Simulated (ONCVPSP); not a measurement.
An all-electron radial function and its pseudo partner (B (Z = 5))

Columns: radius, all-electron u(r) and pseudo u(r) of the 2s shell (level -19.51 eV) of boron in the configuration [He] 2s2; PBE, scalar-relativistic, ONCV scheme, ONCVPSP 4.0.1.

| r (bohr) | all-electron | pseudo |
| --- | --- | --- |
| 0.080 | -0.2634 | 0.0472 |
| 0.160 | -0.3361 | 0.0929 |
| 0.240 | -0.3022 | 0.1373 |
| 0.320 | -0.2109 | 0.1828 |
| 0.400 | -0.0928 | 0.2318 |
| 0.480 | 0.0343 | 0.2844 |
| 0.560 | 0.1595 | 0.3387 |
| 0.640 | 0.2763 | 0.3917 |
| 0.720 | 0.3814 | 0.4424 |
| 0.800 | 0.4734 | 0.4924 |
| 0.880 | 0.5524 | 0.5439 |
| 0.960 | 0.6188 | 0.5976 |
| 1.040 | 0.6725 | 0.6510 |
| 1.120 | 0.7143 | 0.6990 |
| 1.200 | 0.7451 | 0.7371 |
| 1.280 | 0.7660 | 0.7630 |
| 1.360 | 0.7779 | 0.7772 |
| 1.440 | 0.7820 | 0.7819 |
| 1.520 | 0.7793 | 0.7792 |
| 1.600 | 0.7708 | 0.7707 |
| 1.680 | 0.7574 | 0.7574 |
| 1.760 | 0.7401 | 0.7401 |
| 1.840 | 0.7195 | 0.7195 |
| 1.920 | 0.6964 | 0.6964 |
| 2.000 | 0.6714 | 0.6714 |
| 2.080 | 0.6450 | 0.6450 |

How many radial nodes do the two functions have?

The all-electron 2s function has n − l − 1 = 1; the pseudo-wave has 0, since the states of the same l below it are removed with the core.

At about which radius was the pseudo-wave matched?

1.60 bohr. The columns agree to 0.0005 from 1.44 bohr on; several derivatives are matched, so the curves merge somewhat inside the radius.

Where does each function peak?

Outermost all-electron maximum near 1.44 bohr, pseudo maximum near 1.44 bohr (to the table’s step).

Is the pseudo-wave norm-conserving?

Yes: the ONCV scheme keeps the norm inside the radius equal to the all-electron one, which fixes the energy derivative of the logarithmic derivative at the level.
